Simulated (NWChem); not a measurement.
System: SnNH5O; SMILES [SnH2]([OH])[NH2]

Here is an NWChem input.

```
start job
memory heap 200 mb stack 900 mb global 1100 mb
geometry units angstroms noautosym nocenter noautoz
  Sn    -0.275726     0.029714     0.001499
  N      0.862748    -1.645932    -0.030831
  O      0.970815     1.588305    -0.082475
  H     -1.130008     0.072571     1.486878
  H     -1.270171     0.025662    -1.393954
  H      1.407089    -1.742128    -0.886013
  H      1.511417    -1.703060     0.752052
  H      0.520398     2.436290    -0.000175
end
basis spherical
  Sn library def2-svpd
  N library def2-svpd
  O library def2-svpd
  H library def2-svpd
end
ecp
  Sn library def2-ecp
end
dft
  xc b3lyp
  iterations 150
end
property
  response 1 0.0773
end
task dft property
```

Excerpt of the output:

```
             Northwest Computational Chemistry Package (NWChem) 7.3.0
             --------------------------------------------------------

                             Geometry "geometry" -> ""
                             -------------------------

 Output coordinates in angstroms (scale by  1.889725989 to convert to a.u.)

  No.       Tag          Charge          X              Y              Z
 ---- ---------------- ---------- -------------- -------------- --------------
    1 Sn                  50.0000    -0.27572600     0.02971400     0.00149900
    2 N                    7.0000     0.86274800    -1.64593200    -0.03083100
    3 O                    8.0000     0.97081500     1.58830500    -0.08247500
    4 H                    1.0000    -1.13000800     0.07257100     1.48687800
    5 H                    1.0000    -1.27017100     0.02566200    -1.39395400
    6 H                    1.0000     1.40708900    -1.74212800    -0.88601300
    7 H                    1.0000     1.51141700    -1.70306000     0.75205200
    8 H                    1.0000     0.52039800     2.43629000    -0.00017500

 Effective nuclear repulsion energy (a.u.)     290.1388599477

                                 NWChem DFT Module
                                 -----------------

 Summary of "ao basis" -> "ao basis" (spherical)
 ------------------------------------------------------------------------------
       Tag                 Description            Shells   Functions and Types
 ---------------- ------------------------------  ------  ---------------------
 Sn                        def2-svpd                12       32   5s4p3d
 N                         def2-svpd                 8       20   4s2p2d
 O                         def2-svpd                 9       23   4s3p2d
 H                         def2-svpd                 4        8   2s2p

            General Information
            -------------------
          SCF calculation type: DFT
          Wavefunction type:  closed shell.
          No. of atoms     :     8
          No. of electrons :    42
           Alpha electrons :    21
            Beta electrons :    21
          Charge           :     0
          Spin multiplicity:     1
          Use of symmetry is: off; symmetry adaption is: off
          Maximum number of iterations: 150
          AO basis - number of functions:   115
                     number of shells:    49
          Convergence on energy requested:  1.00D-06
          Convergence on density requested:  1.00D-05
          Convergence on gradient requested:  5.00D-04

              XC Information
              --------------
                         B3LYP Method XC Potential
                     Hartree-Fock (Exact) Exchange  0.200
                        Slater Exchange Functional  0.800 local
                    Becke 1988 Exchange Functional  0.720 non-local
              Lee-Yang-Parr Correlation Functional  0.810
                  VWN I RPA Correlation Functional  0.190 local

             Grid Information
             ----------------
          Grid used for XC integration:  medium
          Radial quadrature: Mura-Knowles
          Angular quadrature: Lebedev.
          Tag              B.-S. Rad. Rad. Pts. Rad. Cut. Ang. Pts.
          ---              ---------- --------- --------- ---------
          Sn                  1.45      123          10.0       590
          N                   0.65       49          11.0       434
          O                   0.60       49          11.0       434
          H                   0.35       45          12.0       434
          Grid pruning is: on
          Number of quadrature shells:   446
          Spatial weights used:  Erf1

      Superposition of Atomic Density Guess
      -------------------------------------

 Sum of atomic energies:        -380.52791728

      Non-variational initial energy
      ------------------------------

 Total energy =    -345.456396
 1-e energy   =    -843.568646
 2-e energy   =     353.041561
 HOMO         =      -0.360934
 LUMO         =      -0.002125

   convergence    iter        energy       DeltaE   RMS-Dens  Diis-err
 ---------------- ----- ----------------- --------- --------- ---------
 d= 0,ls=0.0,diis     1   -347.1671406651 -4.92D+02  2.50D-02  7.60D-01
 d= 0,ls=0.0,diis     2   -346.9495419977  2.18D-01  1.19D-02  2.94D+00
 d= 0,ls=0.0,diis     3   -347.2618246903 -3.12D-01  2.48D-03  3.25D-02
 d= 0,ls=0.0,diis     4   -347.2626006932 -7.76D-04  1.45D-03  2.46D-02
 d= 0,ls=0.0,diis     5   -347.2653033385 -2.70D-03  1.75D-04  4.39D-04
  Resetting Diis
 d= 0,ls=0.0,diis     6   -347.2653513447 -4.80D-05  4.67D-05  1.06D-05
 d= 0,ls=0.0,diis     7   -347.2653524170 -1.07D-06  1.75D-05  6.21D-07
 d= 0,ls=0.0,diis     8   -347.2653524140  3.05D-09  8.06D-06  7.17D-07

         Total DFT energy =     -347.265352413983
      One electron energy =     -846.250056935219
           Coulomb energy =      389.402759310548
    Exchange-Corr. energy =      -35.488743880738
 Nuclear repulsion energy =      145.070689091426

 Numeric. integr. density =       42.000032602240

                       DFT Final Molecular Orbital Analysis
                       ------------------------------------

[...]

 DFT Linear Response polarizability / au
 Frequency  =       0.0773000 / au
 Wavelength =     589.4353558 / nm
              X              Y              Z
 -----------------------------------------------
 X      55.8188590     -1.0277797     -0.0740954
 Y      -1.0277056     60.5138489      0.0144638
 Z      -0.0741156      0.0144672     53.8463391
 -----------------------------------------------
 Eigenvalues =      55.6064744     60.7291073     53.8434653
 Isotropic   =      56.7263490
 Anisotropic =       6.1952254
 -----------------------------------------------

 Magnetic Dipole Response Matrix (nonzero elements):
```

Level: B3LYP/def2-SVPD with def2 effective core potentials on Sn. Coordinates come from a PBE0/def2-SVP optimisation. def2 effective core potentials on Sn; no spin-orbit coupling.
